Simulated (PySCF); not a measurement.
Ta(Cl)4(SH) (Cl4HSTa), SMILES [Cl][Ta]([Cl])([Cl])([SH])[Cl], multiplicity 1. Atoms are numbered in the order given.

```xyz
7

Ta    -0.0611    -0.0066     0.0000
Cl    -1.2074    -0.0720     1.9965
Cl     0.0488     2.3258     0.0000
Cl     0.2842    -2.3228     0.0000
Cl    -1.2074    -0.0720    -1.9965
S      2.3232     0.2469     0.0000
H      2.6787    -1.0703     0.0000
```

Coordinates come from a PBE-D3(BJ)/def2-SVP optimisation. The spin state was assumed, not searched. The structure was generated by enumeration; whether it is a known compound was not checked. The def2 effective core potentials stand for the cores of Ta; spin–orbit coupling is left out. Other conformers were not sampled.

Method: PySCF with PBE-D3(BJ)/def2-SVP.

Frequencies are harmonic and unscaled.

```csv
mode,ν (cm⁻¹),IR (km/mol),moving atoms (share of kinetic energy)
1,59,1.8,"Cl 55 %, S 42 %"
2,77,1.3,Cl 99 %
3,128,1.8,"Cl 61 %, Ta 25 %, S 13 %"
4,128,3.2,"Cl 69 %, Ta 26 %"
5,144,5.0,"Cl 72 %, Ta 21 %"
6,154,0.1,Cl 99 %
7,192,1.1,"S 54 %, Cl 41 %"
8,330,1.2,"Cl 73 %, S 25 %"
9,363,114.8,"Cl 71 %, Ta 23 %"
10,378,26.3,"S 52 %, Cl 34 %, Ta 13 %"
11,383,21.6,H 94 %
12,384,37.0,"Cl 88 %, Ta 11 %"
13,395,65.3,"Cl 75 %, Ta 24 %"
14,675,11.8,H 96 %
15,2608,0.5,H 97 %
```
